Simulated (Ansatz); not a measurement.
Geometry optimisation, RKS revPBE-D4/cc-pVDZ (Ansatz 0.2.0).

Input file:

```yaml
crystal:
  periodic: [false, false, false]
  atoms:
    - { symbol: Si, position_ang: [-0.123931, 0.39776, 0.239419] }
    - { symbol: "N", position_ang: [1.616975, 0.381377, -0.191597] }
    - { symbol: "N", position_ang: [-0.835651, 0.59302, -1.375151] }
    - { symbol: H, position_ang: [0.025797, 0.926716, -1.826375] }
    - { symbol: H, position_ang: [-0.355026, 1.559507, 1.202684] }
    - { symbol: C, position_ang: [-0.613264, -1.237087, 1.04844] }
    - { symbol: H, position_ang: [2.003186, -0.406044, -0.718854] }
    - { symbol: H, position_ang: [2.054002, 1.259528, -0.481688] }
    - { symbol: H, position_ang: [-1.604092, 1.25708, -1.529971] }
    - { symbol: H, position_ang: [-0.083512, -1.386317, 2.011203] }
    - { symbol: H, position_ang: [-0.378478, -2.08855, 0.376661] }
    - { symbol: H, position_ang: [-1.706106, -1.257089, 1.245229] }
basis:
  gaussian: { orbitals: cc-pVDZ }
hamiltonian:
  xc: revpbe
  dispersion: d4
relax:
  f_tol: 0.03
  max_steps: 50
```

Command:

```bash
$ ansatz run input.yaml --threads 2 --pin off --max-ram 3072MiB --backend cpu --events-out ev --progress --plain --runs-dir out
```

**Question.** Where does it end, and by what steps?

**Answer.** The forces met the threshold. After 9 steps the energy has fallen by 0.313 eV; H9 moved furthest, 0.83 Å.

| step | energy less start (eV) | largest force component (eV/Å) | accepted |
| --- | --- | --- | --- |
| 0 | 0.0000 | 0.765 | yes |
| 1 | -0.1592 | 0.626 | yes |
| 2 | -0.1912 | 0.655 | yes |
| 3 | -0.2604 | 0.258 | yes |
| 4 | -0.2782 | 0.620 | yes |
| 5 | -0.3055 | 0.161 | yes |
| 6 | -0.3105 | 0.090 | yes |
| 7 | -0.3119 | 0.046 | yes |
| 8 | -0.3125 | 0.060 | yes |
| 9 | -0.3127 | 0.011 | yes |

```xyz
12
Properties=species:S:1:pos:R:3
Si 0.054 0.423 0.165
N 1.805 0.254 -0.010
N -0.752 0.558 -1.416
H -0.557 1.430 -1.925
H -0.103 1.617 1.091
C -0.661 -1.131 0.969
H 2.096 -0.382 -0.763
H 2.311 1.139 -0.139
H -1.775 0.457 -1.378
H -0.204 -1.292 1.966
H -0.455 -2.022 0.341
H -1.760 -1.052 1.100
```

Run time: 16 s on 2 threads of AMD EPYC 9R45 96-Core Processor (Zen 5) (shared host), peak memory 0.17 GiB.
